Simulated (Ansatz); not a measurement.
Consider the cleavage of the Ge–Ge bond: `[Cl][GeH2][GeH2][Cl]` + `F[Si](F)(S)Cl` → `F[Si](F)(Cl)[S][GeH2][Cl]` + `[Cl][GeH3]`.

Isolated molecules relaxed with PBE0-D4/def2-TZVP in Ansatz; ΔE leaves out vibrations. CCSD(T)/CBS is the MP2 limit (def2-TZVPP, def2-QZVPP) plus CCSD(T) − MP2 in def2-TZVPP, frozen cores. DFT in def2-TZVPP. For Ge outer-core shells are correlated without core-valence functions, which leaves a few kJ/mol of doubt a bond. Scalar relativity is left out up to krypton. One conformer a species, not always the lowest.

`[Cl][GeH2][GeH2][Cl]`:

Z-matrix (Å, degrees):
```
Ge
Ge 1 2.425
Cl 1 2.165 2 105.9
H 1 1.534 2 112.6 3 116.6
H 1 1.534 2 112.5 3 -116.6
Cl 2 2.165 1 105.8 3 -179.7
H 2 1.534 1 112.6 3 -63.1
H 2 1.534 1 112.6 3 63.8
```

`F[Si](F)(S)Cl`:

Z-matrix (Å, degrees):
```
Si
F 1 1.575
S 1 2.095 2 106.6
F 1 1.577 2 107.6 3 120.6
Cl 1 2.020 2 109.4 3 -123.8
H 3 1.345 1 92.5 2 -175.9
```

`F[Si](F)(Cl)[S][GeH2][Cl]`:

```xyz
9

F    -0.242   -0.736    1.755
Si    1.099   -0.128    1.182
F     1.844    0.594    2.369
Cl    2.256   -1.655    0.559
S     0.702    1.308   -0.292
Ge   -1.157    0.446   -1.170
Cl   -0.755   -1.504   -1.967
H    -2.246    0.292   -0.109
H    -1.502    1.384   -2.327
```

`[Cl][GeH3]`:

```xyz
5

Cl    0.055   -0.950    1.753
Ge   -0.004    0.077   -0.141
H     0.549    1.486    0.093
H    -1.469    0.109   -0.590
H     0.869   -0.721   -1.114
```

(1) Is it downhill or uphill in electronic energy at CCSD(T)/CBS, and by how much? (Best estimate.)

(2) What do these levels give: PBE-D4, PBE0-D4, ωB97X-V, ωB97M-V, B2PLYP, HF/def2-TZVPP, SCS-MP2/def2-TZVPP, CCSD/def2-TZVPP, CCSD(T)/def2-TZVPP, HF/def2-QZVPP, SCS-MP2/def2-QZVPP, HF/CBS(def2)? (Estimate.)

Largest T1 diagnostic among the species: 0.011.

Results:

(1) Computed: Downhill: ΔE = -5.5 kcal/mol.

(2) Computed: PBE-D4 -4.6, PBE0-D4 -5.3, ωB97X-V -5.9, ωB97M-V -5.8, B2PLYP -4.7, HF/def2-TZVPP -5.8, SCS-MP2/def2-TZVPP -6.5, CCSD/def2-TZVPP -5.0, CCSD(T)/def2-TZVPP -5.5, HF/def2-QZVPP -5.8, SCS-MP2/def2-QZVPP -6.5, HF/CBS(def2) -5.8 kcal/mol.

From PBE to PBE0 (25 % exact exchange), in def2-TZVPP and without D4, ΔE moves by −0.8 kcal/mol. The D4 term adds −2.3 kcal/mol with B3LYP and −1.3 kcal/mol with PBE0; it sums over pairs of atoms, weighted by their polarisabilities, and B3LYP, whose exchange is more repulsive, gets the larger term.

B3LYP here is the variant with VWN-RPA as its local correlation; programs differ in this.
